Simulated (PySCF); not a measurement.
## Bromine: highly charged ions in a basis for the neutral atom

Br¹⁶⁺ [Ar] 3d1, Br¹⁷⁺ [Ar]. Calculation: PySCF 2.14, in def2-TZVP; the non-relativistic Hamiltonian (point nucleus). No spin-orbit coupling, so a gap to NIST mixes the basis error with missing relativistic terms.

Changed run: basis of the neutral atom used for a highly charged ion. This setting is unsound on purpose.

```csv
species,method,sound run (hartree),changed run (hartree),converged
Br¹⁶⁺,UHF,not run,-2441.42329,yes
Br¹⁶⁺,M06-2X,not run,-2442.38344,yes
Br¹⁶⁺,BP86,not run,-2442.53777,yes
Br¹⁷⁺,UHF,not run,-2420.02315,yes
Br¹⁷⁺,M06-2X,not run,-2420.92720,yes
Br¹⁷⁺,BP86,not run,-2421.05994,yes
```

Ionisation energy of Br¹⁶⁺:

| method | changed run (eV) | NIST (eV) |
| --- | --- | --- |
| UHF | 582.33 | 577 ± 3 |
| M06-2X | 583.85 | 577 ± 3 |
| BP86 | 584.44 | 577 ± 3 |

The contracted functions were made for the neutral atom and can be too rigid for a highly charged ion.
